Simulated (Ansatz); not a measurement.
Compare A (`CO[SiH2]C#N`) with its isomer B (`C=C1O[SiH]1N`).

Program: Ansatz. Geometries: PBE0-D4/def2-TZVP. ΔE: electronic, gas phase. CCSD(T)/CBS adds triple-zeta CCSD(T) − MP2 to the extrapolated MP2 energy (def2 sets, frozen cores). Functionals use def2-TZVPP. B3LYP here is the variant with VWN-RPA as its local correlation; programs differ in this. One conformer a species, not always the lowest.

Problem. Which isomer does CCSD(T)/CBS put lower? Give the gap. (An estimate is asked.)

Solution. The calculation gave: A, by 61.8 kJ/mol.

Problem. Give E(B) − E(A) in kJ/mol with LDA (SPW92), BLYP-D4, B3LYP, B2PLYP, CCSD/def2-TZVPP, CCSD(T)/def2-TZVPP, MP2/def2-TZVPP. (Best estimate.)

Solution. Ansatz gave: LDA (SPW92) -11.9, BLYP-D4 55.6, B3LYP 58.9, B2PLYP 67.9, CCSD/def2-TZVPP 79.5, CCSD(T)/def2-TZVPP 73.7, MP2/def2-TZVPP 71.6. The order is the other way round with LDA (SPW92).

Problem. Does the order hold for the free energy at 298.15 K (harmonic terms from PBE0-D4)? (Best estimate.)

Solution. Computed: Yes: G(B) − G(A) = +72.3 kJ/mol, for one conformer each.

Largest T1 diagnostic: 0.014.

At CCSD(T), def2-SVP lies +47.0 kJ/mol from the extrapolated value and def2-TZVPP +11.9 kJ/mol. From BLYP to BHLYP (50 % exact exchange), in def2-TZVPP and without D4, E(B) − E(A) moves by +11.3 kJ/mol.
